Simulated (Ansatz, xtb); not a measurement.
## Two structures of GaH5MgNO

We compare X, `[NH3+][GaH2-][O][Mg]`, a doublet, with Y, a doublet given by its coordinates. Both are isolated molecules in the gas phase, relaxed with B3LYP-D3(BJ)/def2-SVP; the shapes shown needn't be the lowest conformers.

X (Å):

```
atom    x (Å)    y (Å)    z (Å)
  Ga  -0.9482  -0.1116  -1.6165
  Mg   1.5983  -0.4027  -4.0706
   N   0.0779   0.9601  -0.0304
   O   0.5706  -0.0746  -2.6194
   H   0.2084   0.4558   0.8475
   H  -0.2652   1.8986   0.1787
   H   0.9812   1.0355  -0.5077
   H  -1.2881  -1.4895  -0.9075
   H  -2.0823   0.9208  -2.0222
```

Y (Å):

```xyz
9

Ga   -0.4240   -0.2174   -1.2262
Mg    2.3134   -0.0031   -2.1759
N    -1.0481    1.0394   -0.0158
O     0.6000    0.7738   -2.6079
H    -0.3917    1.5250    0.5905
H    -1.8762    0.8004    0.5245
H     1.1039   -0.8863   -0.8713
H    -1.4255   -1.2311   -1.8785
H     0.1784    1.4510   -3.1474
```

Close contacts (Å): Ga1–Mg2 2.91, Ga1–N3 1.85, Ga1–O4 1.99, Mg2–O4 1.93, Ga1–H7 1.71, Ga1–H8 1.57, Mg2–H7 1.99, N3–H5 1.02, N3–H6 1.02, O4–H9 0.96.

Energies in hartree; the thermal terms are from B3LYP-D3(BJ)/def2-SVP harmonic frequencies (ideal gas, rigid rotor, one conformer each, 600 K, 1 atm) and include the zero-point energy:

|  | X | Y |
| --- | --- | --- |
| E, CCSD(T)/def2-SVP | −2255.381093 | −2255.380634 |
| E, MP2/def2-SVP | −2255.348452 | −2255.346245 |
| E, MP2/def2-TZVPP | −2256.103163 | −2256.106947 |
| zero-point energy | 0.055324 | 0.053224 |
| H(600 K) − E | 0.078733 | 0.077114 |
| G(600 K) − E | −0.026650 | −0.025822 |

Correct the CCSD(T) difference for the basis set by the MP2 change, then work out ΔE, ΔE₀, ΔH and ΔG for X → Y in kJ/mol (1 Eh = 2625.50 kJ/mol) and the equilibrium ratio [Y]/[X].

1. Differences Y − X: CCSD(T) +0.000459, MP2 in the small set +0.002207, MP2 in the large set −0.003784 Eh.
2. ΔE = +0.000459 + (−0.003784 − (+0.002207)) = −0.005532 Eh = −14.52 kJ/mol.
3. ΔE₀ = ΔE + ΔZPE = −0.005532 + (−0.002100) Eh = −20.04 kJ/mol.
4. ΔH = ΔE + (−0.001619) Eh = −18.77 kJ/mol.
5. ΔG = ΔE + (+0.000828) Eh = −12.35 kJ/mol, so ΔS = (ΔH − ΔG)/T = −10.7 J/(mol K).
6. kT = 1.9001 mEh, so K = [Y]/[X] = exp(−ΔG/kT) = exp(+2.48) ≈ 12.

The sums favour Y, but ΔE leans on the basis-set step (CCSD(T) alone has the other sign or is under 1 kcal/mol), so the order isn't settled. An error of 4 kJ/mol in ΔG would change K by a factor of 2.2. The basis-set step is large, which makes the value less sure. CCSD(T)/def2-SVP found them nearly level. B3LYP-D3(BJ)/def2-SVP, MP2/def2-SVP gave ΔE the other sign. Mirror images and further conformers aren't counted.

Other levels gave ΔE = +3.1 (B3LYP-D3(BJ)/def2-SVP); −4.4 (HF/def2-SVP); +5.8 (MP2/def2-SVP); +1.2 (CCSD(T)/def2-SVP) kJ/mol. Open shells are spin-unrestricted. The correlated steps freeze 12 core orbitals; the filled d shell of Ga is correlated; the last core shell of Mg is correlated, in a basis made for valence electrons. Programs: Ansatz 0.2.0.
